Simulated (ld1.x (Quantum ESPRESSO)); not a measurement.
## vanadium (V): one change to a PAW potential, before and after

```json
{
  "Element": "V",
  "Generator": "ld1.x (Quantum ESPRESSO) 7.5",
  "Type": "PAW",
  "Functional": "PBE",
  "Relativity": "scalar-relativistic",
  "Frozen core": "[Ar]",
  "Valence charge": "5",
  "Reference configuration": "3d3 4s2 4p0",
  "Partial waves": "4s (bound): rcut 2.65, rcutus 3.10 bohr; 4s channel at 0.9 Ry: rcut 2.65, rcutus 3.10 bohr; 4p (bound, empty): rcut 3.25, rcutus 4.10 bohr; 4p channel at 4.4 Ry: rcut 3.25, rcutus 4.10 bohr; 3d (bound): rcut 1.60, rcutus 2.00 bohr; 3d channel at 0.05 Ry: rcut 1.60, rcutus 2.00 bohr",
  "Local potential": "all-electron potential smoothed inside 2.60 bohr (lloc = -1)",
  "Core correction": "Bessel-smoothed model core inside 1.05 bohr",
  "Augmentation charge": "BESSEL, radius 1.75 bohr"
}
```

All-electron outer shells of the reference configuration (PBE, scalar-relativistic, ld1.x):

```
shell  level (eV)  outermost node (bohr)  outermost maximum (bohr)
   3s      -70.24                   0.38                      0.82
   3p      -44.04                   0.35                      0.84
   3d       -5.16                      –                      0.90
   4s       -4.70                   1.17                      2.76
   4p       -1.44                   1.30                      3.63
```

Change: augmentation BESSEL, radius 1.15 bohr.

Cutoffs: the cutoffs (Ry, on a coarse ladder) from which the occupation-weighted sum of valence levels, in a spherical-Bessel basis at the reference potential, stays within 10 and 1 mRy of its value at 400 Ry; they do not see the model core or the augmentation charge, which bear on the density cutoff. Errors are all-electron minus pseudo energies relative to the spin-unpolarised reference configuration.

Problem. Predict the effect on cutoff, ghosts and configuration errors.

Solution. The potential gets neither clearly harder nor softer (25 Ry and 40 Ry → 25 Ry and 40 Ry); of the 7 tests that both files solve, the error grows in 0 and shrinks in 4 by more than 15 % and 0.3 meV (median size 18.8 → 21.0 meV); neither file shows a bound ghost.

| quantity | base | changed |
| --- | --- | --- |
| cutoff, loose | 25 Ry | 25 Ry |
| cutoff, tight | 40 Ry | 40 Ry |
| bound ghosts | none | none |
| error for 3d3 4s1 4p0, meV [ΔE 7.73 eV] | -1.4 | +0.4 |
| error for 3d3 4s0 4p0, meV [ΔE 22.03 eV] | -8.8 | -7.3 |
| error for 3d2 4s0 4p0, meV [ΔE 50.93 eV] | -544 | -545 |
| error for 3d3 4s1.5 4p0, meV [ΔE 3.09 eV] | -0.4 | +0.1 |
| error for 3d3 4s0 4p1, meV [ΔE 11.84 eV] | +19 | +21 |
| error for 3d4 4s0 4p0, meV [ΔE 7.20 eV] | -140 | -136 |
| error for 3d2 4s2 4p0, meV [ΔE 10.97 eV] | -206 | -126 |
| s: phases at 4.46 bohr within 0.05 rad from the reference energy up to (Ry; the scan ends near 5) | 3.0 | 3.0 |
| p: phases at 4.46 bohr within 0.05 rad from the reference energy up to (Ry; the scan ends near 5) | 0.7 | 0.7 |
| d: phases at 4.46 bohr within 0.05 rad from the reference energy up to (Ry; the scan ends near 5) | 2.2 | 2.2 |
| lowest overlap eigenvalue by channel | s 0.44, p 0.39, d 1.00 | s 0.44, p 0.39, d 1.00 |
